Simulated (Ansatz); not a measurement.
AlB$_{2}$H$_{5}$Zn, relaxed with RKS PBE0-D4/def2-TZVP in Ansatz from a GFN2-xTB geometry. The force threshold is 0.005 eV/Å; the program also tests the step.

Total charge 0; spin multiplicity 1. The bonds changed during the relaxation, so this is another structure than the one it started from.

Start:

```xyz
9

B    -0.889   -1.116    0.100
B    -0.290   -2.066    1.129
Zn    0.670    0.206    1.055
Al    0.919    2.053   -0.641
H    -1.821   -0.402    0.310
H    -0.367   -0.909   -0.962
H    -0.027   -3.004    1.763
H     1.601    3.478   -0.734
H     0.204    1.761   -2.019
```

| step | energy (eV) | largest force (eV/Å) | largest move (Å) |
| --- | --- | --- | --- |
| 1 | -56436.5662 | 0.575 | 0.000 |
| 2 | -56436.7675 | 0.333 | 0.195 |
| 3 | -56436.8618 | 0.231 | 0.194 |
| 4 | -56436.9482 | 0.316 | 0.196 |
| 5 | -56437.0194 | 0.231 | 0.195 |
| 6 | -56437.0732 | 0.201 | 0.196 |
| 7 | -56437.1287 | 0.146 | 0.200 |
| 8 | -56437.1500 | 0.206 | 0.195 |
| 9 | -56437.1678 | 0.261 | 0.192 |
| 10 | -56437.1747 | 0.267 | 0.042 |
| 11 | -56437.1815 | 0.075 | 0.057 |
| 12 | -56437.1843 | 0.026 | 0.039 |
| 13 | -56437.1846 | 0.021 | 0.024 |
| 14 | -56437.1847 | 0.016 | 0.010 |
| 15 | -56437.1848 | 0.006 | 0.005 |
| 16 | -56437.1848 | 0.003 | 0.003 |

End:

```xyz
9

B    -1.246   -1.612    0.198
B    -0.167   -1.875    1.245
Zn    0.162    0.120    0.033
Al    1.090    2.300   -0.825
H    -2.205   -0.923    0.456
H    -1.096   -1.969   -0.947
H     0.650   -2.118    2.067
H     2.040    3.226    0.064
H     0.772    2.850   -2.289
```

Hardware: 4 threads of a server CPU on a shared host. Wall time 53 s, peak host memory 0.48 GiB.
